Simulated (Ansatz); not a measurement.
Born–Oppenheimer molecular dynamics of a periodic cell of 12 atoms, HF (contents 6 HF, density as packed 1.22 g/cm³ with natural masses). It starts from a partly relaxed structure (largest force component 0.28 eV/Å).

Method: Ansatz, DFT PBE-D3(BJ), scalar-relativistic, plane waves, PAW. Settings: accuracy low, cutoff 420 eV, k mesh 1x1x1, fermi-dirac smearing 0.05 eV, no spin polarisation.

```json
{
  "ensemble": "NVT, Langevin thermostat",
  "time step": "0.75 fs",
  "steps asked": "300",
  "set temperature": "1000 K",
  "friction": "0.02 /fs",
  "seed": "688003"
}
```

First frame:

```xyz
12
Lattice="5.4648 0.0000 0.0000 0.0000 5.4648 0.0000 0.0000 0.0000 5.4648" Properties=species:S:1:pos:R:3
F 5.822 3.415 2.250
H 6.427 3.132 1.557
F 3.870 0.335 1.465
H 3.637 0.060 0.561
F 2.083 2.731 5.958
H 2.464 3.420 5.398
F 3.126 4.798 4.755
H 2.758 5.483 4.110
F 4.947 2.050 4.307
H 5.316 2.479 3.536
F 2.312 0.970 3.210
H 2.868 0.819 2.403
```

**Question.** What does the run give?

**Answer.** All steps were run.

| Item | Value |
| --- | --- |
| steps done | 300 |
| time covered | 225 fs |
| mean temperature over the second half | 986 K |
| spread of the potential energy over the second half | 17.6 meV per atom |
| mean potential energy of the second half above the start | 111.2 meV per atom |

A run of 0.23 ps of so small a system gives no equilibrium averages. Limits of this set-up: coarse k mesh, low accuracy level.

**Question.** What happens to the structure?

**Answer.** Mean squared displacements from the first frame to the last, about the centre of mass: F 0.38 Å², H 1.59 Å². The details hang on the random start.

**Question.** How do temperature and energy run in time?

**Answer.** 
| time (fs) | T (K) | potential energy less start (eV) |
| --- | --- | --- |
| 0.0 | 917 | 0.000 |
| 18.8 | 846 | 0.982 |
| 37.5 | 855 | 0.664 |
| 56.2 | 1137 | 0.891 |
| 75.0 | 1019 | 1.366 |
| 93.8 | 978 | 1.177 |
| 112.5 | 927 | 1.421 |
| 131.2 | 956 | 1.289 |
| 150.0 | 1208 | 0.912 |
| 168.8 | 740 | 1.320 |
| 187.5 | 1425 | 1.164 |
| 206.2 | 884 | 1.644 |
| 225.0 | 925 | 1.623 |

Run time: 3.7 min on 1 thread of Arm Neoverse V1 (shared host), peak memory 0.29 GiB.
